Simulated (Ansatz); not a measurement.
`Cl[Si](Cl)(Cl)[SnH3]` + HI → `[SnH3][I]` + `Cl[SiH](Cl)Cl` at 500 K and 1 bar (cleavage of the Sn–Si bond).

Computed with Ansatz on PBE0-D4/def2-TZVP structures; ΔE is electronic, products minus reactants. CCSD(T)/CBS is the MP2 limit (def2-TZVPP, def2-QZVPP) plus CCSD(T) − MP2 in def2-TZVPP, frozen cores. This one scheme is used for every species. Elements past krypton have def2 core potentials. For I, Sn outer-core shells are correlated without core-valence functions, which leaves a few kJ/mol of doubt a bond.

| species | CCSD(T)/CBS energy (Eh) | H − E (kJ/mol) | S (J/(mol·K)) |
| --- | --- | --- | --- |
| `Cl[Si](Cl)(Cl)[SnH3]` | -1884.38755 | 122.5 | 475.0 |
| HI | -298.03592 | 28.6 | 221.6 |
| `[SnH3][I]` | -513.29032 | 82.4 | 331.9 |
| `Cl[SiH](Cl)Cl` | -1669.16736 | 70.1 | 357.1 |

H − E and S are ideal-gas, rigid-rotor, harmonic terms from PBE0-D4/def2-TZVP. 1 Eh = 2625.50 kJ/mol, R = 8.31446 J/(mol·K).

Question: By hand: ΔE, ΔH, ΔS and ΔG.

Answer: ΔE = (-513.29032) + (-1669.16736) − (-1884.38755) − (-298.03592) = -0.03421 Eh = -89.8 kJ/mol. Δ(H − E) = 82.4 + 70.1 − 122.5 − 28.6 = 1.4, so ΔH = -88.4 kJ/mol. ΔS = 331.9 + 357.1 − 475.0 − 221.6 = -7.6 J/(mol·K). ΔG = -88.4 − 500 × (-7.6)/1000 = -84.6 kJ/mol.

Question: By hand: the equilibrium constant, and the temperature at which ΔG would vanish if ΔH and ΔS stayed fixed.

Answer: log₁₀ K = −ΔG/(RT ln 10) = 8.8. ΔG = 0 at ΔH/ΔS = 11632 K, far beyond where these terms or the molecules hold.

The number of gas molecules stays the same, so ΔS is small and ΔH decides. A doubt of 5 kJ/mol in ΔE shifts log₁₀ K by 0.5 here. These are equilibria of isolated gas molecules and say nothing of rates. Largest T1 diagnostic: 0.012 (customary marks: 0.02 for closed shells, 0.045 for open ones).
